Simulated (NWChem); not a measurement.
System: CHBrF2; SMILES FC(F)Br

NWChem input:

```
start job
memory heap 200 mb stack 900 mb global 1100 mb
geometry units angstroms noautosym nocenter noautoz
  F     -0.146487     1.509083     1.079602
  C      0.377340     0.943523     0.000000
  F     -0.146487     1.509083    -1.079602
  Br    -0.019731    -0.956851     0.000000
  H      1.471976     1.055418     0.000000
end
basis spherical
  * library 6-31g*
end
dft
  xc b3lyp
  iterations 150
end
property
  response 1 0.0773
end
task dft property
```

Parts of the log:

```
             Northwest Computational Chemistry Package (NWChem) 7.3.0
             --------------------------------------------------------

                             Geometry "geometry" -> ""
                             -------------------------

 Output coordinates in angstroms (scale by  1.889725989 to convert to a.u.)

  No.       Tag          Charge          X              Y              Z
 ---- ---------------- ---------- -------------- -------------- --------------
    1 F                    9.0000    -0.14648700     1.50908300     1.07960200
    2 C                    6.0000     0.37734000     0.94352300     0.00000000
    3 F                    9.0000    -0.14648700     1.50908300    -1.07960200
    4 Br                  35.0000    -0.01973100    -0.95685100     0.00000000
    5 H                    1.0000     1.47197600     1.05541800     0.00000000

 Effective nuclear repulsion energy (a.u.)     258.9301016495

                              NWChem Property Module
                              ----------------------

                                 NWChem DFT Module
                                 -----------------

 Summary of "ao basis" -> "ao basis" (spherical)
 ------------------------------------------------------------------------------
       Tag                 Description            Shells   Functions and Types
 ---------------- ------------------------------  ------  ---------------------
 F                           6-31g*                  6       14   3s2p1d
 C                           6-31g*                  6       14   3s2p1d
 Br                          6-31g*                 12       32   5s4p3d
 H                           6-31g*                  2        2   2s

            General Information
            -------------------
          SCF calculation type: DFT
          Wavefunction type:  closed shell.
          No. of atoms     :     5
          No. of electrons :    60
           Alpha electrons :    30
            Beta electrons :    30
          Charge           :     0
          Spin multiplicity:     1
          Use of symmetry is: off; symmetry adaption is: off
          Maximum number of iterations: 150
          AO basis - number of functions:    76
                     number of shells:    32
          Convergence on energy requested:  1.00D-06
          Convergence on density requested:  1.00D-05
          Convergence on gradient requested:  5.00D-04

              XC Information
              --------------
                         B3LYP Method XC Potential
                     Hartree-Fock (Exact) Exchange  0.200
                        Slater Exchange Functional  0.800 local
                    Becke 1988 Exchange Functional  0.720 non-local
              Lee-Yang-Parr Correlation Functional  0.810
                  VWN I RPA Correlation Functional  0.190 local

             Grid Information
             ----------------
          Grid used for XC integration:  medium
          Radial quadrature: Mura-Knowles
          Angular quadrature: Lebedev.
          Tag              B.-S. Rad. Rad. Pts. Rad. Cut. Ang. Pts.
          ---              ---------- --------- --------- ---------
          F                   0.50       49           8.0       434
          C                   0.70       49           7.0       434
          Br                  1.15      112           8.0       590
          H                   0.35       45           8.0       434
          Grid pruning is: on
          Number of quadrature shells:   304
          Spatial weights used:  Erf1

      Superposition of Atomic Density Guess
      -------------------------------------

 Sum of atomic energies:       -2808.99042926

      Non-variational initial energy
      ------------------------------

 Total energy =   -2810.010220
 1-e energy   =   -4427.210993
 2-e energy   =    1358.270671
 HOMO         =      -0.370015
 LUMO         =       0.078736

   convergence    iter        energy       DeltaE   RMS-Dens  Diis-err
 ---------------- ----- ----------------- --------- --------- ---------
 d= 0,ls=0.0,diis     1  -2812.0883860495 -3.07D+03  2.04D-02  1.36D+00
 d= 0,ls=0.0,diis     2  -2811.8991047649  1.89D-01  1.28D-02  3.45D+00
 d= 0,ls=0.0,diis     3  -2812.2432595090 -3.44D-01  1.34D-03  8.91D-03
 d= 0,ls=0.0,diis     4  -2812.2440222152 -7.63D-04  4.03D-04  1.99D-03
 d= 0,ls=0.0,diis     5  -2812.2441889834 -1.67D-04  1.27D-04  1.11D-04
  Resetting Diis
 d= 0,ls=0.0,diis     6  -2812.2442003789 -1.14D-05  3.95D-05  8.05D-06
 d= 0,ls=0.0,diis     7  -2812.2442013170 -9.38D-07  1.16D-05  4.17D-07
 d= 0,ls=0.0,diis     8  -2812.2442013035  1.36D-08  6.92D-06  5.51D-07

         Total DFT energy =    -2812.244201303451
      One electron energy =    -4427.692529115594
           Coulomb energy =     1474.618381433789
    Exchange-Corr. energy =     -118.100155271117
 Nuclear repulsion energy =      258.930101649471

 Numeric. integr. density =       59.999998955512

                       DFT Final Molecular Orbital Analysis
                       ------------------------------------

[...]

 DFT Linear Response polarizability / au
 Frequency  =       0.0773000 / au
 Wavelength =     589.4353558 / nm
              X              Y              Z
 -----------------------------------------------
 X      22.7078844      2.7177520      0.0000000
 Y       2.7177515     38.6330161     -0.0000000
 Z       0.0000000     -0.0000000     22.6007102
 -----------------------------------------------
 Eigenvalues =      22.2568523     39.0840482     22.6007102
 Isotropic   =      27.9805369
 Anisotropic =      16.6579290
 -----------------------------------------------

 Magnetic Dipole Response Matrix (nonzero elements):

 Exiting AOResponse driver routine
```

Level: B3LYP/6-31G* (spherical d). Structure relaxed at the PBE0/def2-SVP level. B3LYP is NWChem's, with the RPA form of VWN correlation.
